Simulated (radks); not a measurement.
Initial-state core-level shifts of the mercury ion Hg3+ when its valence configuration changes from [Xe] 4f14 5d9. Calculated with a radial shooting solver on a logarithmic mesh with Libxc functionals: Dirac Kohn-Sham, PBEsol, spin-unpolarised, spherical densities, finite nucleus; open shells are shared between the two j in proportion to 2j + 1; Fermi nuclear charge, rms radius 5.4648 fm. Shifts are changes of the shell-averaged eigenvalues in eV (positive: less bound); the change of the density at the nucleus, which sets a Mossbauer isomer shift, is in e/bohr^3, on a base of 2.321e+06.

[
 {"valence": "4f14 5d8 6p1", "3s": "-6.123", "3p": "-6.122", "3d": "-6.145", "5p": "-5.406", "density at nucleus": "+27.1"},
 {"valence": "4f14 5d8 6s1", "3s": "-4.512", "3p": "-4.512", "3d": "-4.537", "5p": "-3.839", "density at nucleus": "+291.6"},
 {"valence": "4f12 5d8 6s2 6p1", "3s": "-50.331", "3p": "-50.222", "3d": "-50.001", "5p": "-20.774", "density at nucleus": "+1077.1"},
 {"valence": "4f13 5d9 6s1", "3s": "-21.284", "3p": "-21.233", "3d": "-21.103", "5p": "-7.439", "density at nucleus": "+473.3"},
 {"valence": "4f13 5d8 6s2", "3s": "-26.104", "3p": "-26.052", "3d": "-25.953", "5p": "-11.446", "density at nucleus": "+804.0"},
 {"valence": "4f12 5d9 6p2", "3s": "-46.824", "3p": "-46.715", "3d": "-46.457", "5p": "-18.188", "density at nucleus": "+417.1"},
 {"valence": "4f13 5d9 6p1", "3s": "-22.905", "3p": "-22.853", "3d": "-22.721", "5p": "-9.020", "density at nucleus": "+202.1"},
 {"valence": "4f13.5 5d9 6s0.5", "3s": "-10.507", "3p": "-10.482", "3d": "-10.417", "5p": "-3.691", "density at nucleus": "+230.2"},
 {"valence": "4f14 5d7 6s2", "3s": "-9.181", "3p": "-9.181", "3d": "-9.235", "5p": "-7.737", "density at nucleus": "+613.7"}
]
